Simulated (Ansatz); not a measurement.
System: sum formula SiBr₃Cl, net charge 0, singlet state. 
Geometry from a B3LYP-D3(BJ)/def2-TZVP (Ansatz, a program for electronic structure) optimisation:
```
Si
Cl 1 2.0384
Br 1 2.2066 2 109.24
Br 1 2.2066 2 109.24 3 120.00
Br 1 2.2066 2 109.24 4 120.00
```
Charge 0, spin multiplicity 1.

Parts of the frozen-core correlation energy in STO-3G (Ansatz, hartree). Frozen orbitals: 52; correlated occupied orbitals by spin: 16 and 16; virtual: 4 and 4. No spin-orbit coupling. Non-relativistic.

| term | value |
|---|---|
| reference (HF) | -8374.38289 |
| MP2 opposite-spin | … |
| MP2 same-spin | … |
| CCSD correlation | … |
| (T) | -0.00179 |
| FCI minus CCSD(T) | -0.00042 |
| T1 diagnostic | 0.006 |
| largest doubles amplitude | 0.047 |

Question: Fill in the missing entries.

Answer: 
- MP2 opposite-spin, value: -0.04450
- MP2 same-spin, value: -0.00890
- CCSD correlation, value: -0.06553
